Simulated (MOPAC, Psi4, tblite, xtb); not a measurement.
Approach curve of the dimer C2H6 ··· C2H6 (SMILES CC and CC). Monomers: optimised at B3LYP-D3(BJ) (def2-TZVP), held rigid. Orientation: lowest of the rigid-body minima from ten starts at GFN2-xTB. R is the distance of the centres of mass, along which the second monomer moves.

Levels of theory: GFN1-xTB (xtb); PM3, restricted, heats of formation (MOPAC); GFN2-xTB (tblite); SAPT0/jun-cc-pVDZ, frozen core (Psi4).

Interaction energies in kcal/mol; the last columns give the difference from SAPT0:

```csv
R / Å,GFN1-xTB,PM3,GFN2-xTB,SAPT0/jun-cc-pVDZ,GFN1-xTB − SAPT0/jun-cc-pVDZ,PM3 − SAPT0/jun-cc-pVDZ,GFN2-xTB − SAPT0/jun-cc-pVDZ
3.31,1.19,-0.41,1.14,0.90,0.29,-1.31,0.23
3.56,-0.21,-1.26,-0.39,-0.32,0.11,-0.94,-0.07
3.77,-0.64,-1.20,-0.84,-0.65,0.00,-0.55,-0.19
3.95,-0.76,-0.95,-0.93,-0.70,-0.06,-0.26,-0.24
4.16,-0.75,-0.66,-0.89,-0.64,-0.11,-0.02,-0.25
4.32,-0.69,-0.48,-0.80,-0.57,-0.12,0.08,-0.23
4.67,-0.54,-0.23,-0.59,-0.40,-0.13,0.17,-0.19
4.98,-0.41,-0.12,-0.43,-0.29,-0.12,0.17,-0.14
5.42,-0.26,-0.04,-0.26,-0.18,-0.09,0.13,-0.08
6.13,-0.13,-0.01,-0.12,-0.08,-0.05,0.07,-0.03
7.11,-0.05,0.00,-0.04,-0.03,-0.02,0.03,-0.01
8.47,-0.02,0.00,-0.01,-0.01,-0.01,0.01,0.00
```

GFN1-xTB is furthest from SAPT0/jun-cc-pVDZ at 3.31 (0.29 kcal/mol, above); its mean absolute difference over the points is 0.09 kcal/mol.

PM3 is furthest from SAPT0/jun-cc-pVDZ at 3.31 (-1.31 kcal/mol, below); its mean absolute difference over the points is 0.31 kcal/mol.

GFN2-xTB is furthest from SAPT0/jun-cc-pVDZ at 4.16 (-0.25 kcal/mol, below); its mean absolute difference over the points is 0.14 kcal/mol.
